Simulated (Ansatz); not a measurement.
Molecular dynamics of AlClFHO

Input file:

```yaml
crystal:
  periodic: [false, false, false]
  atoms:
    - { symbol: Al, position_ang: [0.016945, -0.083925, 0.006191] }
    - { symbol: Cl, position_ang: [0.000739, -0.068079, 2.102852] }
    - { symbol: F, position_ang: [1.458318, 0.18534, -0.782927] }
    - { symbol: O, position_ang: [-1.364752, -0.357544, -0.947777] }
    - { symbol: H, position_ang: [-2.24045, -0.522492, -0.564839] }
basis:
  gaussian: { orbitals: def2-SVP }
hamiltonian:
  xc: pbe
md:
  timestep: 0.25
  n_steps: 150
  ensemble: nve
  temperature: 300.0
  initial_velocities: maxwell_boltzmann
  seed: 80090
```

Launched with:

```bash
$ ansatz run input.yaml --threads 1 --pin off --max-ram 2048MiB --backend cpu --events-out ev --progress --plain --runs-dir out
```

It starts from a relaxed structure.

Output, in part (one step line in 3, the closing report, with atoms numbered from 0):

```
md step     0: t =     0.00 fs  T =   300.0 K  F+E_penalty+E_count = -23881.61184240 eV  E_kin = 0.116334 eV  conserved = -23881.49550840 eV  (25 SCF iters)
md step     3: t =     0.75 fs  T =   287.2 K  F+E_penalty+E_count = -23881.60685733 eV  E_kin = 0.111382 eV  conserved = -23881.49547494 eV  (26 SCF iters)
md step     6: t =     1.50 fs  T =   261.5 K  F+E_penalty+E_count = -23881.59678859 eV  E_kin = 0.101392 eV  conserved = -23881.49539632 eV  (26 SCF iters)
md step     9: t =     2.25 fs  T =   248.6 K  F+E_penalty+E_count = -23881.59176396 eV  E_kin = 0.096394 eV  conserved = -23881.49536965 eV  (21 SCF iters)
md step    12: t =     3.00 fs  T =   257.1 K  F+E_penalty+E_count = -23881.59514833 eV  E_kin = 0.099718 eV  conserved = -23881.49543075 eV  (26 SCF iters)
md step    15: t =     3.75 fs  T =   267.4 K  F+E_penalty+E_count = -23881.59920661 eV  E_kin = 0.103709 eV  conserved = -23881.49549741 eV  (26 SCF iters)
md step    18: t =     4.50 fs  T =   257.1 K  F+E_penalty+E_count = -23881.59517671 eV  E_kin = 0.099683 eV  conserved = -23881.49549374 eV  (26 SCF iters)
md step    21: t =     5.25 fs  T =   226.2 K  F+E_penalty+E_count = -23881.58316757 eV  E_kin = 0.087733 eV  conserved = -23881.49543496 eV  (26 SCF iters)
md step    24: t =     6.00 fs  T =   194.4 K  F+E_penalty+E_count = -23881.57076489 eV  E_kin = 0.075383 eV  conserved = -23881.49538151 eV  (22 SCF iters)
md step    27: t =     6.75 fs  T =   179.9 K  F+E_penalty+E_count = -23881.56512474 eV  E_kin = 0.069748 eV  conserved = -23881.49537671 eV  (21 SCF iters)
md step    30: t =     7.50 fs  T =   184.3 K  F+E_penalty+E_count = -23881.56690220 eV  E_kin = 0.071478 eV  conserved = -23881.49542391 eV  (21 SCF iters)
md step    33: t =     8.25 fs  T =   191.6 K  F+E_penalty+E_count = -23881.56977694 eV  E_kin = 0.074292 eV  conserved = -23881.49548510 eV  (26 SCF iters)
md step    36: t =     9.00 fs  T =   181.4 K  F+E_penalty+E_count = -23881.56584964 eV  E_kin = 0.070351 eV  conserved = -23881.49549819 eV  (26 SCF iters)
md step    39: t =     9.75 fs  T =   150.7 K  F+E_penalty+E_count = -23881.55387169 eV  E_kin = 0.058436 eV  conserved = -23881.49543572 eV  (26 SCF iters)
md step    42: t =    10.50 fs  T =   120.8 K  F+E_penalty+E_count = -23881.54222160 eV  E_kin = 0.046858 eV  conserved = -23881.49536405 eV  (26 SCF iters)
md step    45: t =    11.25 fs  T =   115.2 K  F+E_penalty+E_count = -23881.54005250 eV  E_kin = 0.044675 eV  conserved = -23881.49537748 eV  (19 SCF iters)
md step    48: t =    12.00 fs  T =   129.5 K  F+E_penalty+E_count = -23881.54567351 eV  E_kin = 0.050216 eV  conserved = -23881.49545718 eV  (22 SCF iters)
md step    51: t =    12.75 fs  T =   137.5 K  F+E_penalty+E_count = -23881.54883265 eV  E_kin = 0.053332 eV  conserved = -23881.49550100 eV  (26 SCF iters)
md step    54: t =    13.50 fs  T =   123.8 K  F+E_penalty+E_count = -23881.54345744 eV  E_kin = 0.047989 eV  conserved = -23881.49546842 eV  (26 SCF iters)
md step    57: t =    14.25 fs  T =    98.0 K  F+E_penalty+E_count = -23881.53339970 eV  E_kin = 0.037995 eV  conserved = -23881.49540445 eV  (22 SCF iters)
md step    60: t =    15.00 fs  T =    81.6 K  F+E_penalty+E_count = -23881.52702224 eV  E_kin = 0.031653 eV  conserved = -23881.49536914 eV  (19 SCF iters)
md step    63: t =    15.75 fs  T =    86.8 K  F+E_penalty+E_count = -23881.52906814 eV  E_kin = 0.033678 eV  conserved = -23881.49539011 eV  (18 SCF iters)
md step    66: t =    16.50 fs  T =   106.4 K  F+E_penalty+E_count = -23881.53671145 eV  E_kin = 0.041260 eV  conserved = -23881.49545171 eV  (26 SCF iters)
md step    69: t =    17.25 fs  T =   119.4 K  F+E_penalty+E_count = -23881.54181201 eV  E_kin = 0.046312 eV  conserved = -23881.49550015 eV  (26 SCF iters)
md step    72: t =    18.00 fs  T =   110.5 K  F+E_penalty+E_count = -23881.53833077 eV  E_kin = 0.042852 eV  conserved = -23881.49547866 eV  (26 SCF iters)
md step    75: t =    18.75 fs  T =    87.9 K  F+E_penalty+E_count = -23881.52949765 eV  E_kin = 0.034098 eV  conserved = -23881.49539955 eV  (22 SCF iters)
md step    78: t =    19.50 fs  T =    78.0 K  F+E_penalty+E_count = -23881.52559612 eV  E_kin = 0.030236 eV  conserved = -23881.49535987 eV  (21 SCF iters)
md step    81: t =    20.25 fs  T =    93.4 K  F+E_penalty+E_count = -23881.53163874 eV  E_kin = 0.036224 eV  conserved = -23881.49541442 eV  (22 SCF iters)
md step    84: t =    21.00 fs  T =   116.6 K  F+E_penalty+E_count = -23881.54071317 eV  E_kin = 0.045224 eV  conserved = -23881.49548946 eV  (28 SCF iters)
md step    87: t =    21.75 fs  T =   122.5 K  F+E_penalty+E_count = -23881.54298235 eV  E_kin = 0.047485 eV  conserved = -23881.49549722 eV  (26 SCF iters)
md step    90: t =    22.50 fs  T =   107.2 K  F+E_penalty+E_count = -23881.53700189 eV  E_kin = 0.041560 eV  conserved = -23881.49544218 eV  (27 SCF iters)
md step    93: t =    23.25 fs  T =    88.7 K  F+E_penalty+E_count = -23881.52977900 eV  E_kin = 0.034394 eV  conserved = -23881.49538473 eV  (21 SCF iters)
md step    96: t =    24.00 fs  T =    86.7 K  F+E_penalty+E_count = -23881.52897656 eV  E_kin = 0.033604 eV  conserved = -23881.49537282 eV  (22 SCF iters)
md step    99: t =    24.75 fs  T =   105.2 K  F+E_penalty+E_count = -23881.53621289 eV  E_kin = 0.040798 eV  conserved = -23881.49541476 eV  (22 SCF iters)
md step   102: t =    25.50 fs  T =   129.9 K  F+E_penalty+E_count = -23881.54584541 eV  E_kin = 0.050368 eV  conserved = -23881.49547721 eV  (28 SCF iters)
md step   105: t =    26.25 fs  T =   139.8 K  F+E_penalty+E_count = -23881.54969295 eV  E_kin = 0.054193 eV  conserved = -23881.49550010 eV  (28 SCF iters)
md step   108: t =    27.00 fs  T =   128.0 K  F+E_penalty+E_count = -23881.54509448 eV  E_kin = 0.049646 eV  conserved = -23881.49544839 eV  (26 SCF iters)
md step   111: t =    27.75 fs  T =   112.5 K  F+E_penalty+E_count = -23881.53898823 eV  E_kin = 0.043614 eV  conserved = -23881.49537443 eV  (22 SCF iters)
md step   114: t =    28.50 fs  T =   117.2 K  F+E_penalty+E_count = -23881.54080894 eV  E_kin = 0.045435 eV  conserved = -23881.49537369 eV  (21 SCF iters)
md step   117: t =    29.25 fs  T =   142.4 K  F+E_penalty+E_count = -23881.55064803 eV  E_kin = 0.055201 eV  conserved = -23881.49544714 eV  (27 SCF iters)
md step   120: t =    30.00 fs  T =   164.1 K  F+E_penalty+E_count = -23881.55912472 eV  E_kin = 0.063624 eV  conserved = -23881.49550037 eV  (27 SCF iters)
md step   123: t =    30.75 fs  T =   164.0 K  F+E_penalty+E_count = -23881.55906069 eV  E_kin = 0.063580 eV  conserved = -23881.49548072 eV  (27 SCF iters)
md step   126: t =    31.50 fs  T =   147.6 K  F+E_penalty+E_count = -23881.55264897 eV  E_kin = 0.057228 eV  conserved = -23881.49542110 eV  (27 SCF iters)
md step   129: t =    32.25 fs  T =   134.8 K  F+E_penalty+E_count = -23881.54766049 eV  E_kin = 0.052281 eV  conserved = -23881.49537940 eV  (21 SCF iters)
md step   132: t =    33.00 fs  T =   140.1 K  F+E_penalty+E_count = -23881.54971050 eV  E_kin = 0.054323 eV  conserved = -23881.49538783 eV  (22 SCF iters)
md step   135: t =    33.75 fs  T =   160.4 K  F+E_penalty+E_count = -23881.55765441 eV  E_kin = 0.062214 eV  conserved = -23881.49544029 eV  (22 SCF iters)
md step   138: t =    34.50 fs  T =   177.9 K  F+E_penalty+E_count = -23881.56446427 eV  E_kin = 0.068969 eV  conserved = -23881.49549479 eV  (28 SCF iters)
md step   141: t =    35.25 fs  T =   174.4 K  F+E_penalty+E_count = -23881.56312100 eV  E_kin = 0.067625 eV  conserved = -23881.49549554 eV  (26 SCF iters)
md step   144: t =    36.00 fs  T =   150.8 K  F+E_penalty+E_count = -23881.55392368 eV  E_kin = 0.058494 eV  conserved = -23881.49543001 eV  (26 SCF iters)
md step   147: t =    36.75 fs  T =   129.4 K  F+E_penalty+E_count = -23881.54556331 eV  E_kin = 0.050194 eV  conserved = -23881.49536962 eV  (22 SCF iters)
md step   150: t =    37.50 fs  T =   129.9 K  F+E_penalty+E_count = -23881.54576500 eV  E_kin = 0.050373 eV  conserved = -23881.49539169 eV  (26 SCF iters)
Total energy: -23881.54579960 eV, -877.6306206423 hartree
Atom 0 at     0.060660    -0.154395     0.018615 Å, force    -0.480671     0.349690    -0.093478 eV/Å
Atom 1 at    -0.025511    -0.056504     2.105446 Å, force     0.094926    -0.111083     0.092728 eV/Å
Atom 2 at     1.428385     0.220918    -0.824673 Å, force     0.549608    -0.049452    -0.109092 eV/Å
Atom 3 at    -1.350238    -0.314980    -0.933339 Å, force     0.986489    -0.041415    -0.357046 eV/Å
Atom 4 at    -2.153610    -0.389413    -0.431000 Å, force    -1.150353    -0.147741     0.466888 eV/Å
Dipole moment:    -0.325616    -0.164571     0.186715 e Å
```

All steps were run. The conserved energy stayed within 0.031 meV per atom of its start (net change 0.023 meV per atom), so the integration is sound. A run of 0.037 ps of so small a system gives no equilibrium averages.

The same pairs are bonded in the first frame and the last. Pairs count as bonded within 1.25 times the sum of covalent radii (0.12 Å more for H–H).

Last frame:

```xyz
5
Properties=species:S:1:pos:R:3
Al 0.061 -0.154 0.019
Cl -0.025 -0.057 2.105
F 1.428 0.221 -0.825
O -1.350 -0.315 -0.933
H -2.154 -0.389 -0.431
```

The run took 3.7 min on 1 thread of Arm Neoverse V2 (shared host), peak memory 0.11 GiB.
